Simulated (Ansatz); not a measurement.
Wavefunction ladder for CH₅FGeO, SMILES `O[CH](F)[GeH3]`

```
atom    x (Å)    y (Å)    z (Å)
  O1   0.5782  -1.5257   0.2500
  C2  -0.3023  -0.6291  -0.3081
  F3  -0.2013  -0.6619  -1.6971
 Ge4   0.1653   1.1958   0.3287
  H5   0.2848  -2.4242   0.0622
  H6  -1.3466  -0.8875  -0.0899
  H7  -0.7479   2.2037  -0.3834
  H8   1.6353   1.4664  -0.0080
  H9  -0.0655   1.2625   1.8455
```

The species carries charge 0 and has multiplicity 1. Correlated methods include outer-core shells of Ge, which these sets cover unevenly. Scalar relativity is left out up to krypton. The geometry is a stationary point of PBE0-D4/def2-TZVP. It is one conformer, not always the lowest. Frozen core, restricted reference, Ansatz 0.2.0.

| basis | HF (Eh) | MP2 corr. |
| --- | --- | --- |
| def2-SVP | -2289.98811 | -0.74351 |
| def2-TZVPP | -2290.51714 | -0.92328 |
| def2-QZVPP | -2290.56907 | -1.24242 |

Q: Estimate the CCSD correlation energy and the (T) correction in each basis where they were run (hartree).

A: 
```csv
basis,CCSD corr.,(T)
def2-SVP,-0.77151,-0.01831
def2-TZVPP,-0.94616,-0.03241
```
